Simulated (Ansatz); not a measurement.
Molecule: C$_{6}$H$_{7}$ (charge -1, singlet). It need not be the lowest isomer of its formula. Whether it binds its extra electron was not tested at this geometry. 
Structure (B3LYP-D3(BJ)/def2-TZVP (Ansatz, a first-principles code) minimum search):
SMILES: c1cc[cH-]c1C
```xyz
13

C      2.1439    -0.0557     0.2826
C      0.6606    -0.0093     0.0619
C     -0.1854     1.0928     0.3092
C     -1.5156     0.7050     0.0327
C     -1.4949    -0.6396    -0.3887
C     -0.1521    -1.0785    -0.3713
H      2.6320    -0.7567    -0.4055
H      2.6062     0.9260     0.1219
H      2.4287    -0.3701     1.2997
H      0.1389     2.0689     0.6547
H     -2.3929     1.3372     0.1079
H     -2.3536    -1.2259    -0.6954
H      0.2024    -2.0677    -0.6419
```
Charge -1, spin multiplicity 1.

Basis-set convergence of Hartree-Fock and CCSD(T) correlation energies (hartree) with Ansatz. Correlated levels leave the core frozen unless marked. No spin-orbit coupling. No relativistic terms. This anion needs diffuse functions, which these sets lack.

```tsv
basis	functions	E(HF)	E(corr, CCSD(T))
cc-pVDZ	119	-231.24530	-0.90368
cc-pVTZ	278	-231.30844	-1.08241
cc-pVQZ	540	[?]	[?]
```

### Question
Complete the blanks.

### Answer

- cc-pVQZ, E(HF): -231.32588
- cc-pVQZ, E(corr, CCSD(T)): -1.13713
